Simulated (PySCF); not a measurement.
Electronic absorption of CH10N2Si2

Species: CH10N2Si2.
Atom-mapped SMILES: `[NH2:1][SiH:2]([NH2:3])[CH2:4][SiH3:5]` (hydrogens: H6, H7 on N1; H8 on Si2; H9, H10 on N3; H11, H12 on C4; H13, H14, H15 on Si5)

Method used: PySCF 2.14.0, density-fitted response routines, TDDFT PBE0/def2-SVPD, vertical, gas phase, core orbitals frozen in the response. The structure is a single GFN2-xTB conformer in the gas phase; no vibrational or solvent corrections. Torsions of this conformer, `[NH2:1][SiH:2]([NH2:3])[CH2:4][SiH3:5]`: N1–Si2–C4–Si5 68°, H–N1–Si2–N3 50°, H–N1–Si2–N3 -176°, H–N3–Si2–N1 180°, H–N3–Si2–N1 44°.

Question: What does the calculation give for the low-lying excited states?

Answer: 

| state | E (eV) | E (kJ/mol) | λ (nm) | f | main configurations (H = HOMO, L = LUMO) |
| --- | --- | --- | --- | --- | --- |
| S1 | 6.51 | 629 | 190.3 | 0.064 | H→L (64%), H→L+1 (26%) |
| S2 | 6.58 | 635 | 188.3 | 0.023 | H-1→L (48%), H→L+1 (29%), H→L (12%) |
| S3 | 6.75 | 651 | 183.6 | 0.013 | H-1→L (37%), H→L+1 (35%), H→L (17%) |
| S4 | 7.08 | 683 | 175.2 | 0.019 | H-1→L+1 (66%), H→L+2 (18%) |
| S5 | 7.19 | 693 | 172.5 | 0.026 | H→L+2 (67%), H-1→L+1 (20%) |
| S6 | 7.41 | 714 | 167.4 | 0.0070 | H-1→L+2 (61%), H-1→L+3 (12%), H-1→L (9%) |
| S7 | 7.46 | 720 | 166.1 | 0.024 | H→L+3 (75%), H-1→L+2 (13%) |
| S8 | 7.70 | 743 | 161.0 | 0.046 | H→L+4 (84%) |

Triplets (Tamm–Dancoff): T1 6.20 eV, H→L+1 (60%), H→L (23%); T2 6.27 eV, H-1→L (45%), H→L (22%), H-1→L+1 (14%); T3 6.58 eV, H→L (41%), H→L+1 (25%), H-1→L (20%).

The lowest singlet lies at 6.51 eV (190 nm, vacuum ultraviolet) and is of moderate strength; its leading configuration is HOMO→LUMO (64%). The lowest level is also the most intense of those listed (f = 0.064). Löwdin shares by element: HOMO nitrogen 47% or more, carbon 14%, silicon 12% or more, hydrogen 5% or more (atoms not listed hold the other 22%); LUMO silicon 42%, carbon 7%, hydrogen 7% or more (atoms not listed hold the other 44%). Weighted by f, the mean energy of these states is 7.04 eV. Orbital energies (eV): HOMO-3 -9.29, HOMO-2 -9.08, HOMO-1 -7.48, HOMO -7.22, LUMO 0.40, LUMO+1 0.66, LUMO+2 1.00. The oscillator strengths of these states sum to 0.221; summed over the whole spectrum of an exact calculation they would give the number of electrons, 58 (Thomas–Reiche–Kuhn). No computed singlet lies in the visible range (380 to 750 nm); the lowest, at 190 nm, stands 3.25 eV above its violet end (3.26 eV). The window holds the lowest 8 singlets.

Hardware: x86-64 server, one thread, no GPU, shared host. Cost: 19 s wall.
